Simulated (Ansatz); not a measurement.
`C#CB[SiH2]C` + `N[SiH](O)O` → `C[SiH2]N[SiH](O)O` + `BC#C`  (cleavage of the Si–B bond)

Gas-phase electronic energies from Ansatz, PBE0-D4/def2-TZVP geometries. CCSD(T)/CBS is the MP2 limit (def2-TZVPP, def2-QZVPP) plus CCSD(T) − MP2 in def2-TZVPP, frozen cores. This one scheme is used for every species. Functionals use def2-TZVPP. B3LYP here is the variant with VWN-RPA as its local correlation; programs differ in this. One conformer a species, not always the lowest.

```tsv
level	ΔE (kJ/mol)	difference from CCSD(T)/CBS
PBE-D4	-54.3	19.8
r2SCAN-D4	-66.7	7.4
PBE0-D4	-62.1	12.0
B3LYP-D4	-72.1	2.0
ωB97X-V	-72.1	2.0
ωB97M-V	-76.1	-2.0
B2PLYP	-74.4	-0.3
PBE	-52.5	21.6
r2SCAN	-66.1	8.0
PBE0	-60.5	13.6
B3LYP	-69.3	4.8
HF/def2-TZVPP	-89.2	-15.1
MP2/def2-TZVPP	-79.9	-5.8
SCS-MP2/def2-TZVPP	-81.8	-7.7
CCSD/def2-TZVPP	-75.8	-1.7
CCSD(T)/def2-TZVPP	-73.7	0.4
HF/def2-QZVPP	-90.4	-16.3
MP2/def2-QZVPP	-80.5	-6.4
SCS-MP2/def2-QZVPP	-82.4	-8.3
HF/CBS(def2)	-90.6	-16.5
MP2/CBS(def2)	-80.3	-6.2
CCSD/CBS(def2)	-76.2	-2.1
CCSD(T)/CBS	-74.1	0
```

Largest T1 diagnostic among the species: 0.014.

From PBE to PBE0 (25 % exact exchange), in def2-TZVPP and without D4, ΔE moves by −8.0 kJ/mol. In def2-TZVPP, CCSD(T) changes the Hartree–Fock value by +15.5 kJ/mol (the triples alone add +2.1 kJ/mol) and MP2 by +9.3 kJ/mol.
